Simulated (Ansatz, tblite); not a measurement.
Spin states of the cluster Cs4Cl4 (the lowest singlet isomer of a short search), each relaxed with PBE0-D4/def2-SVP in Ansatz. Electronic energies in the gas phase.

In the def2 sets Cs takes a core potential; there is no spin–orbit coupling. The xTB rows come from tblite. LC-ωPBE has ω = 0.4 bohr⁻¹. Correlated methods freeze 20 core orbitals; core or outer-core shells of Cs are correlated, in sets that lack core-valence functions. HOMO above LUMO, or a gap near zero within one spin, warns that the state may not be the lowest or that an electron is smeared out. In the triplet, Cl5 and Cl6 lie 2.64 Å apart (atoms count from 1), so these atoms are partly bonded to each other. In the quintet, Cl5 and Cl6 lie 2.64 Å apart, Cl7 and Cl8 lie 2.64 Å apart (atoms count from 1), so these atoms are partly bonded to each other. The structure comes from a short search, and lower isomers may exist.

Singlet geometry (Td within 0.1 Å):

Cartesian coordinates in Å:
```
Cs -0.1357 -1.7442 -2.3276
Cs 2.7892 0.5681 0.6252
Cs -1.3951 2.4913 -0.5731
Cs -1.2582 -1.3154 2.2754
Cl 0.1306 1.6653 2.2203
Cl 1.2007 1.2568 -2.1707
Cl -2.6616 -0.5436 -0.5968
Cl 1.3301 -2.3783 0.5472
```

Triplet geometry (C2v within 0.1 Å):

```
atom   x (Å)   y (Å)   z (Å)
 Cs1  -0.006  -2.322  -1.591
 Cs2   2.243   2.129  -1.643
 Cs3  -3.377   0.427   0.824
 Cs4   1.241  -0.463   2.483
 Cl5  -0.355   2.113   0.650
 Cl6  -1.053   1.062  -1.666
 Cl7  -1.373  -2.084   1.371
 Cl8   2.680  -0.863  -0.427
```

Quintet geometry (D2 within 0.1 Å):

```
atom    x (Å)    y (Å)    z (Å)
 Cs1   3.0019  -0.5192   1.3881
 Cs2   1.0406  -2.1741  -2.3233
 Cs3  -2.3773   0.1582   2.3519
 Cs4  -1.6651   2.5353  -1.4166
 Cl5  -1.8548  -1.0315  -0.8634
 Cl6  -0.2166  -2.0925   0.9076
 Cl7   0.5622   1.8926   1.1624
 Cl8   1.5091   1.2314  -1.2066
```

⟨S²⟩: triplet 2.00 at PBE0-D4/def2-TZVP (pure 2.00), quintet 6.01 at PBE0-D4/def2-TZVP (pure 6.00).

Only these spin states were relaxed. The triplet has other bonds than the singlet, so the gap mixes isomer and spin. The quintet has other bonds than the singlet, so the gap mixes isomer and spin.

```json
{"level": "GFN2-xTB", "triplet − singlet (kJ/mol)": "355.2", "quintet − singlet (kJ/mol)": "773.8", "lowest of these": "singlet", "remarks": "–"}
{"level": "HF/def2-TZVP", "triplet − singlet (kJ/mol)": "460.5", "quintet − singlet (kJ/mol)": "877.8", "lowest of these": "singlet", "remarks": "–"}
{"level": "PBE-D4/def2-TZVP", "triplet − singlet (kJ/mol)": "413.1", "quintet − singlet (kJ/mol)": "824.5", "lowest of these": "singlet", "remarks": "–"}
{"level": "r2SCAN-D4/def2-TZVP", "triplet − singlet (kJ/mol)": "450.9", "quintet − singlet (kJ/mol)": "881.9", "lowest of these": "singlet", "remarks": "–"}
{"level": "B97M-V/def2-TZVP", "triplet − singlet (kJ/mol)": "423.8", "quintet − singlet (kJ/mol)": "863.8", "lowest of these": "singlet", "remarks": "gap within one spin near zero (quintet)"}
{"level": "PBE0-D4/def2-TZVP", "triplet − singlet (kJ/mol)": "447.8", "quintet − singlet (kJ/mol)": "877.5", "lowest of these": "singlet", "remarks": "–"}
{"level": "LC-ωPBE/def2-TZVP", "triplet − singlet (kJ/mol)": "512.7", "quintet − singlet (kJ/mol)": "963.6", "lowest of these": "singlet", "remarks": "–"}
{"level": "MP2/def2-TZVP", "triplet − singlet (kJ/mol)": "492.6", "quintet − singlet (kJ/mol)": "947.0", "lowest of these": "singlet", "remarks": "–"}
```

Change of the quintet − singlet gap on mixing in exact exchange, in kJ/mol: PBE to PBE0 (25 % exact exchange) 53.0.

The xTB methods have no spin-polarisation term.
